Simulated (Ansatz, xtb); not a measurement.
Molecule: HgCl2, net charge 1, doublet state. The spin state was set by rule; other spins were not relaxed. 
Structure (B3LYP-D3(BJ)/def2-TZVP (Ansatz, a quantum-chemistry and plane-wave program) minimum search):
```xyz
3

Hg     0.0000     0.0000     0.0000
Cl     0.0000     0.0000     2.2795
Cl     0.0000     0.0000    -2.2795
```
Charge +1, spin multiplicity 2.

Harmonic wavenumbers from GFN2-xTB (xtb, at its own minimum), cm⁻¹: 45, 45, 145, 179.

Problem. Give the harmonic wavenumbers at B3LYP-D3(BJ)/def2-TZVP (Ansatz, finite differences of forces, unscaled).

Solution. 88, 95, 316, 352 cm⁻¹. Zero-point energy 1.2 kcal/mol.

Problem. From these and the geometry, give the ideal-gas thermochemistry at 298.15 K and 1 atm (rigid rotor, harmonic oscillator).

Solution. Point group D∞h, rotational symmetry number 2. Rotational constants 1.372, 1.372 GHz. S(trans) 42.70, S(rot) 17.34, S(vib) 9.74, S(elec, spin only) 1.38, S 71.2 cal/(mol K). H(298) - H(0) 3.49 kcal/mol; G - E(el) -16.5 kcal/mol.
